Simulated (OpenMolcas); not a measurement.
Rh3+: moving the ligands

Rh3+ with 6 ligands (chloride) in trigonal prismatic coordination (D3h) at 2.42 Å, a polar angle of 50.1° against the regular 49.1°. A charge of +0.5 e stands 3.2 Å behind each ligand. Ligand basis ANO-RCC-VDZP.
```
Rh    0.0000    0.0000    0.0000
Cl    1.8561    0.0000    1.5529
Cl   -0.9280    1.6074    1.5529
Cl   -0.9280   -1.6074    1.5529
Cl    1.8561    0.0000   -1.5529
Cl   -0.9280    1.6074   -1.5529
Cl   -0.9280   -1.6074   -1.5529
```

| Quantity | Value |
| --- | --- |
| Program | OpenMolcas |
| Method | CASSCF |
| Basis | ANO-RCC-VDZP [6s5p3d1f] |
| Scalar Hamiltonian | DKH2, point nucleus |
| Active space | 6 electrons in 5 orbitals (4d) |
| State averaging | 2S+1 = 5 even, 5 roots; 2S+1 = 3 even, 45 roots; 2S+1 = 1 even, 50 roots |
| Spin-orbit coupling | state interaction with AMFI integrals over the reference wave functions |

Runs around this geometry, states (labels of D3, the rotations of D3h). Energies in cm-1 above the lowest state or level, χT in cm3 K/mol.

| R (Å) | Polar angle / regular | Ground state | First state of that spin | First gap with spin-orbit (degeneracies) | χT at 300 K | First state of another spin |
| --- | --- | --- | --- | --- | --- | --- |
| 2.33 | 1.02 | 5A1 | 5E 3178 | 203.6 (2, 1) | 2.662 | 1A1 998.8 |
| 2.42 | 1.02 | 5A1 | 5E 2184 | 12.9 (1, 2) | 3.147 | 3A2 5173 |
| 2.42 | 1.071 | 5A1 | 5E 2698 | 22.2 (1, 2) | 3.163 | 3A2 5635 |

Taking the first state of the same spin as R^-n, n = -ln(2184 / 3178) / ln(2.42 / 2.33) = 9.9 between the shortest and longest distance.

Without dynamic correlation the repulsion within the d shell is too large (B by tens of per cent), so at a given field states of lower spin stand too high. This shell can be high or low spin here, a state of another spin lies low, and with metal d orbitals alone active their balance is uncertain, so the ground spin may be wrong. With metal d orbitals alone the field can be off either way by tens of per cent. Ligand-to-metal charge-transfer states are missing. With no ligand orbital active B as a rule stays too high, so bands that hang on it stand too high and its fall with covalency is understated. The least metal-like active orbital is 71 % on the metal (Löwdin) and no ligand orbital is active, so the numbers are rough (holds for R = 2.33, ratio = 1.02). The least metal-like active orbital is 74 % on the metal (Löwdin) and no ligand orbital is active, so the numbers are rough (holds for R = 2.42, ratio = 1.02; R = 2.42, ratio = 1.071). No measured value stands beside these numbers; the geometry is a model, was not optimised and need not be the one that this ion takes.
